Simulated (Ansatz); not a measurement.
```yaml
crystal:
  periodic: [false, false, false]
  atoms:
    - {symbol: C, position_ang: [4.643864, -0.529059, -0.063762]}
    - {symbol: C, position_ang: [3.206384, -0.154786, -0.328478]}
    - {symbol: O, position_ang: [2.861088, 0.530813, -1.257009]}
    - {symbol: S, position_ang: [2.106863, -0.850915, 0.887208]}
    - {symbol: C, position_ang: [0.429708, -0.301385, 0.376048]}
    - {symbol: C, position_ang: [0.060234, -0.839196, -1.010965]}
    - {symbol: C, position_ang: [-1.383160, -0.438406, -1.339077]}
    - {symbol: C, position_ang: [-1.504138, 1.088406, -1.321120]}
    - {symbol: C, position_ang: [-1.144081, 1.615687, 0.071069]}
    - {symbol: C, position_ang: [-2.092567, 1.011219, 1.109859]}
    - {symbol: C, position_ang: [-1.963006, -0.514501, 1.090861]}
    - {symbol: C, position_ang: [-2.331120, -1.041186, -0.299076]}
    - {symbol: C, position_ang: [-0.519116, -0.909074, 1.420972]}
    - {symbol: C, position_ang: [0.300457, 1.225600, 0.407502]}
    - {symbol: H, position_ang: [4.764067, -1.622253, -0.099378]}
    - {symbol: H, position_ang: [5.276616, -0.060070, -0.827897]}
    - {symbol: H, position_ang: [4.951379, -0.193116, 0.937734]}
    - {symbol: H, position_ang: [0.166133, -1.936775, -1.017281]}
    - {symbol: H, position_ang: [0.751618, -0.430632, -1.761472]}
    - {symbol: H, position_ang: [-1.639330, -0.819444, -2.341604]}
    - {symbol: H, position_ang: [-0.834228, 1.529874, -2.077706]}
    - {symbol: H, position_ang: [-2.532081, 1.389734, -1.585609]}
    - {symbol: H, position_ang: [-1.228487, 2.715013, 0.084988]}
    - {symbol: H, position_ang: [-3.133791, 1.303924, 0.892116]}
    - {symbol: H, position_ang: [-1.853687, 1.400714, 2.114154]}
    - {symbol: H, position_ang: [-2.633586, -0.955661, 1.846922]}
    - {symbol: H, position_ang: [-2.264924, -2.142384, -0.318301]}
    - {symbol: H, position_ang: [-3.375926, -0.778876, -0.537332]}
    - {symbol: H, position_ang: [-0.244641, -0.550570, 2.427684]}
    - {symbol: H, position_ang: [-0.413672, -2.007283, 1.426949]}
    - {symbol: H, position_ang: [0.574803, 1.596214, 1.409176]}
    - {symbol: H, position_ang: [0.998325, 1.668383, -0.317154]}
basis:
  gaussian: {orbitals: def2-TZVP}
magnetization: {spin_polarized: true, initial_magnetization: 2}
hamiltonian: {xc: pbe0, dispersion: d4}
scf: {omitted_lower_state_checks: [starts]}
output: {orbitals: {seedname: orbitals}}
```

```sh
$ ansatz run in.yaml --threads 4 --pin off --events-out ev --progress --plain --max-ram 6963MiB
```

Q: Does this run fit into the memory that it is given?

A: No. It has 548 basis functions, and Ansatz plans for 10 GiB where 7 GiB are given.
